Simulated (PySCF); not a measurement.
B(Vi)(OH)(OEt), C4H9BO2, SMILES C=CB(O)OCC, singlet, GFN2-xTB optimised geometry. Atoms within 1.6 Å of the plane z = 0.0 Å (x, y, z in Å): B1 (0.48, -0.41, 0.00), C2 (-0.35, -1.75, -0.02), C3 (-1.68, -1.80, 0.01), H4 (0.19, -2.69, -0.05), H5 (-2.23, -2.73, 0.00), H6 (-2.26, -0.89, 0.04), O7 (1.85, -0.41, 0.00), H8 (2.26, -1.28, -0.03), O9 (-0.19, 0.75, 0.00), C10 (0.45, 2.01, 0.03), C11 (0.79, 2.42, 1.46), H12 (1.37, 1.98, -0.57), H13 (-0.25, 2.73, -0.41), H15 (1.24, 3.41, 1.47).

Computed with PBE0/def2-TZVP (PySCF). Cells within 0.4 Å of a nucleus heavier than hydrogen are left out (blank, or x).

Map of the Laplacian of the electron density (e/bohr⁵), clipped to [-1.50, 1.50] on the plane z = 0.0 Å:

```
|555555555555555555555555555|
|555555555555555555555555555|
|555555555555555555555555555|
|555555555555555555555555555|
|555555555555555555555555555|
|555555555555555555555555555|
|555555555555545555555555555|
|55555555555552x655555555555|
|55555555555555xx45555555555|
|555555555555644555555555555|
|555555555556305555555555555|
|555555555556xx6555555555555|
|555555555556205556655555555|
|555555555555659766065555555|
|55555555555557xx4xx36555555|
|55555550455553x954x46555555|
|555555512555434556405555555|
|55555554xx33x55555545555555|
|55555555xx12xx5555555555555|
|555555531455314555555555555|
|555555503555501555555555555|
|555555555555555555555555555|
|555555555555555555555555555|
|555555555555555555555555555|
|555555555555555555555555555|
|555555555555555555555555555|
|555555555555555555555555555|
```
Scale: ten equal steps from -1.50 (start of '0') to 1.50 (end of '9'), in the order '0123456789'; x runs from -5.00 to 5.00, y from -5.00 (bottom) to 5.00 (top).
